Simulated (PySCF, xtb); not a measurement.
AlOCl, SMILES [Cl][Al]=[O].

xtb with GFN2-xTB at its own geometry gives an orbital gap of 3.65 eV and a dipole moment of 4.61 D.

Geometry: B3LYP-D3(BJ)/def2-TZVP.

### Question
What does M06-2X/def2-TZVPD (PySCF) give? (Estimate from the structure and the level; the computed values follow.)

### Answer
gap 7.40 eV (levels -9.48 and -2.08 eV), dipole 4.29 D.
